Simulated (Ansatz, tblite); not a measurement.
Forces on the cluster Ru2H4⁺ at its PBE-D4/def2-TZVP geometry. Charge 1, multiplicity 2.

In the def2 sets Ru takes a core potential; there is no spin–orbit coupling. The xTB rows come from tblite. At PBE0-D4/def2-TZVP the charge 1 doublet is spin-contaminated (final ⟨S²⟩ up to 1.12, 0.75 for a pure state). The order of the spin states hangs on the level: the quartet lies 0.08 eV below the doublet at PBE0-D4/def2-TZVP, but 0.73 eV above it at GFN1-xTB. The structure comes from a short search, and lower isomers may exist.

GFN1-xTB (tblite), largest force 5.44 eV/Å:

```xyz
6
positions Å, forces eV/Å
Ru   -0.703   -0.787   -0.258   -3.888   -3.589   -1.284
Ru    0.701    0.784    0.270    3.886    3.595    1.270
H     1.520   -0.261    1.092   -0.225    0.077    0.385
H    -1.715   -0.186    0.769    0.149   -0.255    0.341
H    -1.510    0.253   -1.100    0.225   -0.085   -0.377
H     1.706    0.197   -0.772   -0.148    0.257   -0.336
```

GFN2-xTB (tblite), largest force 3.81 eV/Å:

```
Ru -2.809 -2.409 -0.889
Ru 2.807 2.416 0.869
H -0.465 0.161 0.011
H 0.461 -0.172 0.026
H 0.462 -0.168 0.001
H -0.457 0.172 -0.018
```

PBE0-D4/def2-TZVP (Ansatz), largest force 0.85 eV/Å:

```
Ru 0.366 0.736 0.218
Ru -0.369 -0.733 -0.219
H -0.178 0.109 -0.163
H 0.214 -0.033 -0.164
H 0.171 -0.117 0.168
H -0.205 0.039 0.160
```
